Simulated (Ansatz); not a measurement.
Reaction (ligand exchange at the Si–C bond): `O=C[SiH2]Cl` + `[NH2][AlH2]` → `[AlH2][NH][SiH2]Cl` + `C=O`

Computed with Ansatz on PBE0-D4/def2-TZVP structures; ΔE is electronic, products minus reactants. CBS: MP2 limit from def2 TZ/QZ plus the TZ coupled-cluster correction, frozen cores. This one scheme is used for every species. DFT in def2-TZVPP. HSE06 is defined as in plane-wave codes. One conformer a species, not always the lowest.

`O=C[SiH2]Cl`:

Cartesian coordinates in Å:
```
O -0.871 -0.303 1.862
C -0.727 -0.589 0.702
Si 0.494 0.445 -0.367
Cl 0.516 -0.303 -2.278
H -1.292 -1.439 0.254
H 0.031 1.851 -0.394
H 1.849 0.339 0.220
```

`[NH2][AlH2]`:

Z-matrix (Å, degrees):
```
N
Al 1 1.766
H 1 1.007 2 124.9
H 1 1.007 2 124.9 3 180.0
H 2 1.583 1 117.9 3 -180.0
H 2 1.583 1 117.9 3 0.0
```

`[AlH2][NH][SiH2]Cl`:

Z-matrix (Å, degrees):
```
Si
N 1 1.708
Cl 1 2.066 2 112.4
H 1 1.481 2 111.9 3 118.1
H 1 1.479 2 108.2 3 -118.0
Al 2 1.790 1 128.6 3 103.5
H 2 1.013 1 114.8 3 -72.5
H 6 1.579 2 117.4 1 2.6
H 6 1.581 2 117.3 1 -178.1
```

`C=O`:

Cartesian coordinates in Å:
```
C 0.005 -0.001 0.000
O -1.170 0.218 0.030
H 0.408 -1.024 -0.139
H 0.757 0.807 0.110
```

CCSD(T)/CBS gives -0.94 eV.

Q: Another level gave -0.99 eV. Which?
A. BHLYP/def2-TZVPP
B. HSE06/def2-TZVPP
C. SCS-MP2/def2-TZVPP
D. LDA (SPW92)/def2-TZVPP

A: C. SCS-MP2/def2-TZVPP -0.99, BHLYP -0.94, HSE06 -0.85, LDA (SPW92) -0.80 eV.

Largest T1 diagnostic among the species: 0.015.

From BLYP to BHLYP (50 % exact exchange), in def2-TZVPP and without D4, ΔE moves by −0.17 eV. Leaving LDA and LC-ωPBE aside and taking each functional with its dispersion term where it has one, the values, not all of them listed here, spread over 0.20 eV, from BHLYP-D4 to PBE-D4. LDA lies −0.04 eV from PBE without D4.
